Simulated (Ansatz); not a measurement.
Born–Oppenheimer molecular dynamics of AlH8N2OP (13 atoms, charge 0, multiplicity 1). It starts at the highest image of a converged band. Of that band: A vibrational analysis at the climbing image gives 2 clearly imaginary modes (1145i, 57i cm⁻¹): a point of higher order. A lower path may pass nearby, or the ends, which weren't checked, may share the extra mode.

All numbers below come from Ansatz, RKS B3LYP/6-31G*.

| Quantity | Value |
| --- | --- |
| ensemble | NVE (velocity Verlet) |
| time step | 0.5 fs |
| steps asked | 200 |
| starting velocities drawn for | 300 K |
| seed | 10982 |

First frame:

```xyz
13
Properties=species:S:1:pos:R:3
Al 0.113 0.243 -0.105
O 0.205 -0.036 1.733
H -0.584 -0.363 2.199
N 1.568 -0.128 -1.063
H 1.570 -0.806 -1.815
H 2.450 0.364 -1.027
N -1.528 -0.135 -0.711
H -2.350 -0.312 -0.148
H -1.805 0.053 -1.667
P 0.334 2.713 0.636
H -0.732 3.207 1.431
H 1.403 3.091 1.490
H 0.226 1.220 1.644
```

Problem. How far do the bonds stretch over the last three quarters of this one trajectory? (Pairs bonded in most of those frames.)

Solution. 
| bond | mean (Å) | spread (Å) | shortest | longest |
| --- | --- | --- | --- | --- |
| Al1–N4 | 1.802 | 0.033 | 1.74 | 1.85 |
| Al1–N7 | 1.826 | 0.035 | 1.76 | 1.87 |
| Al1–P10 | 2.365 | 0.084 | 2.26 | 2.54 |
| O2–H3 | 0.979 | 0.032 | 0.93 | 1.05 |
| O2–H13 | 0.976 | 0.027 | 0.93 | 1.05 |
| N4–H5 | 1.014 | 0.015 | 0.99 | 1.04 |
| N4–H6 | 1.014 | 0.024 | 0.98 | 1.05 |
| N7–H8 | 1.017 | 0.024 | 0.97 | 1.06 |
| N7–H9 | 1.023 | 0.048 | 0.95 | 1.09 |
| P10–H11 | 1.431 | 0.015 | 1.40 | 1.45 |
| P10–H12 | 1.433 | 0.025 | 1.39 | 1.48 |

Pairs bonded in part of these frames only: Al1–O2 30 %.

Mean temperature of the second half: 415 K. The conserved energy stayed within 0.45 meV per atom of its start (net change 0.13 meV per atom), so the integration is sound. The kinetic energy rose, since the run started high on the potential surface and went downhill. It ends in pieces (AlH6N2P + H2O), so much of that is their flight and rotation, not heat. A run of 0.1 ps of so small a system gives no equilibrium averages. The orbitals stay closed-shell, which can raise the energy where a bond breaks towards radicals; this wasn't checked here.

Time of the run: 9 min on 2 threads of Arm Neoverse V2 (shared host), peak memory 0.21 GiB.
